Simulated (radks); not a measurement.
The promethium ion Pm28+, 33 electrons, occupied as [Ar] 3d10 4s2 4p3.

Method: scalar-relativistic Kohn-Sham, r2SCAN, spin-polarised, spherical densities, finite nucleus; open shells are filled with parallel spins first (spin-orbit coupling, left out, can overturn this in heavy ions); meta-GGA in the generalised Kohn-Sham scheme; Fermi nuclear charge, rms radius 4.962 fm; computed with a radial shooting solver on a logarithmic mesh with Libxc functionals.

Energy parts (Ry):
| part | energy |
|---|---|
| total | -19256.3075 |
| kinetic | 20588.9591 |
| electron-nucleus | -44349.5986 |
| Hartree | 4892.9597 |
| exchange-correlation | -388.6277 |

Orbitals (lengths in bohr, moments of r in powers of bohr):
orbital  occ.  eigenvalue (Ry)      <r^4>
1s up       1        -3385.982  1.419e-06
1s down     1        -3385.754  1.419e-06
2s up       1        -611.2586  0.0002282
2s down     1        -611.2087  0.0002280
2p up       3        -553.4835  0.0001685
2p down     3        -553.3285  0.0001685
3s up       1        -185.9890   0.008534
3s down     1        -185.8575   0.008495
3p up       3        -167.6969   0.008790
3p down     3        -167.5175   0.008740
3d up       5        -143.0713   0.006888
3d down     5        -142.8792   0.006835
4s up       1        -83.11390     0.1406
4s down     1        -81.95971     0.1414
4p up       3        -76.31320     0.1591
4p down     0        -75.18350     0.1599
4d up       0        -66.94102     0.1736
4d down     0        -65.88705     0.1728
5s up       0        -45.93727      1.190
5s down     0        -44.72011      1.141

The highest occupied level is 4p up at -1038.3 eV. The spin density at the nucleus is -2.67 e/bohr^3 (1s -19.14, 2s 7.06, 3s 12.52, 4s -3.11). The density falls to 0.001 e/bohr^3 at r = 1.28 bohr. Spin moment in Bohr magnetons: 3. The electron density at the nucleus is 5.144e+05 e/bohr^3 (large components only).
